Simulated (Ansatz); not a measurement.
Basis-set series for Cl$_{2}$H$_{5}$NSi$_{2}$ (`N[Si]([SiH3])(Cl)Cl`). Total charge 0; spin multiplicity 1. The geometry is a stationary point of PBE0-D4/def2-TZVP. It is one conformer, not always the lowest.

| functional | basis | functions | energy (Eh) | HOMO (eV) | LUMO (eV) |
| --- | --- | --- | --- | --- | --- |
| PBE0-D4 | def2-TZVPP | 269 | -1556.75726 | -8.02 | -0.30 |
| PBE0-D4 | def2-QZVPP | 487 | -1556.80747 | -8.06 | -0.39 |
| ωB97M-V | def2-TZVPP | 269 | -1557.24548 | -10.16 | 1.50 |
| ωB97M-V | def2-QZVPP | 487 | -1557.29303 | -10.20 | 1.26 |

(1) Give the rows for def2-SVP. (Best estimate.)

Answers

(1) Ansatz gave: 
```tsv
functional	basis	functions	energy (Eh)	HOMO (eV)	LUMO (eV)
PBE0-D4	def2-SVP	111	-1556.16088	-7.87	0.00
ωB97M-V	def2-SVP	111	-1556.64917	-9.99	1.93
```

Positive LUMOs are unbound and depend on the basis.
